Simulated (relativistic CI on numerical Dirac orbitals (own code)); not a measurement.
# Spin-allowed bands of a d2 ion in an octahedral site, by hand

Problem. Take Δ = 25450 cm⁻¹ and B = 530 cm⁻¹ for a d2 ion in an octahedral site. Calculate the three spin-allowed bands.

Working.
1. The terms of highest spin are 3F (energy 0) and 3P (15B = 7950 cm⁻¹). Here the F term splits into A2 at +1.2Δ = 30540, T2 at +0.2Δ = 5090 and T1 at −0.6Δ = -15270 cm⁻¹.
2. The two T1 states mix through the element 0.4Δ: H = [[-15270, 10180], [10180, 7950]], with roots ½(H₁₁ + H₂₂) ∓ ½√[(H₂₂ − H₁₁)² + 4H₁₂²] = ½(-7320) ∓ ½(30882) = -19101 and 11781 cm⁻¹.
3. The ground term is 3T1 at -19101 cm⁻¹.
4. Bands: 3T2 24191 cm⁻¹ (413 nm), 3T1(P) 30882 cm⁻¹ (324 nm), 3A2 49641 cm⁻¹ (201 nm).

Check. Exact diagonalisation of the whole d2 shell with these parameters gives 3T2 24191, 3T1 30882, 3A2 49641 cm⁻¹. The match is exact, since without spin-orbit coupling no other term has this spin. The ratio of the second band to the first, 1.277, depends on Δ/B = 48.0 alone, which is how a Tanabe-Sugano diagram is read.
